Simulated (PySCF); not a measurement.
A calculated (M06-2X, PySCF 2.14, aug-cc-pwCVTZ-DK3, the spin-free X2C one-electron Hamiltonian (Gaussian nucleus)) atom or ion has these occupied shells.

| shell | electrons | orbital energy (eV) | rms radius, mean of both spins (bohr) |
| --- | --- | --- | --- |
| 1s α | 1 | -33133.1 | 0.0312 |
| 1s β | 1 | -33133.0 | 0.0312 |
| 2s α | 1 | -5171.8 | 0.127 |
| 2s β | 1 | -5171.8 | 0.127 |
| 2p α | 3 | -4650.5 | 0.113 |
| 2p β | 3 | -4650.3 | 0.113 |
| 3s α | 1 | -1068.7 | 0.336 |
| 3s β | 1 | -1068.6 | 0.336 |
| 3p α | 3 | -898.21 | 0.336 |
| 3p β | 3 | -898.05 | 0.336 |
| 3d α | 5 | -638.83 | 0.313 |
| 3d β | 5 | -638.76 | 0.313 |
| 4s α | 1 | -203.50 | 0.788 |
| 4s β | 1 | -203.27 | 0.788 |
| 4p α | 3 | -148.71 | 0.846 |
| 4p β | 3 | -148.42 | 0.846 |
| 4d α | 5 | -66.559 | 0.993 |
| 4d β | 5 | -66.209 | 0.993 |
| 5s α | 1 | -31.320 | 2.07 |
| 5s β | 1 | -27.411 | 2.07 |
| 5p α | 3 | -18.597 | 2.46 |
| 5p β | 1 | -16.855 | 2.46 |

Problem. Name the element and its charge.

Solution. I⁺ (iodine, charge +1), in [Kr] 4d10 5s2 5p4, high-spin 3P determinant.
